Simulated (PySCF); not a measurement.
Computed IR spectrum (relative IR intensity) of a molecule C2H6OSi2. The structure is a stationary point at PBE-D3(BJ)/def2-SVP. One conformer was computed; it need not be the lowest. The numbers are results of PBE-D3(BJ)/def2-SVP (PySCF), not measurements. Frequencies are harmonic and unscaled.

Lines under 2 % of the strongest are left out, and lines within 2 cm⁻¹ are merged.

| ν (cm⁻¹) | relative intensity |
|---|---|
| 463 | 6.0 |
| 658 | 20 |
| 736 | 36 |
| 788 | 16 |
| 904 | 100 |
| 929 | 97 |
| 937 | 35 |
| 2162 | 75 |
| 2164 | 87 |
| 2170 | 8.0 |
| 3084 | 3.6 |

Pick the molecule that these values belong to.
(A) C1=C[SiH2][SiH2]O1
(B) O[Si@@H]1C=C[SiH2]1
(C) C1=C[SiH2]O[SiH2]1
(D) C=C1O[SiH2][SiH2]1

C, C1=C[SiH2]O[SiH2]1
